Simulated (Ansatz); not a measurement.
Question: Predict a relaxed structure of [GeMe3]- (C₃H₉Ge⁻), charge -1, singlet, at B3LYP-D4/def2-SVPD (Ansatz).

Answer: 
```xyz
13

Ge    0.4347   -0.1168   -1.0590
C     1.6456   -0.0741    0.6174
H     2.2386   -1.0010    0.7031
H     1.0462    0.0333    1.5424
H     2.3535    0.7717    0.5724
C    -0.9018   -1.4856   -0.2726
H    -1.2126   -1.1998    0.7512
H    -0.4530   -2.4928   -0.2217
H    -1.8102   -1.5565   -0.8955
C    -0.6748    1.5411   -0.5125
H    -1.5799    1.6350   -1.1374
H    -0.0889    2.4687   -0.6328
H    -0.9973    1.4769    0.5450
```
Point group C3v (tolerance 0.1 Å). This is one stationary point.

The highest occupied level of the charge -1 singlet lies above zero (up to 0.20 eV). By energy differences its removal costs 1.74 eV (vertical, to the charge 0 doublet, at B2PLYP/def2-TZVPD).
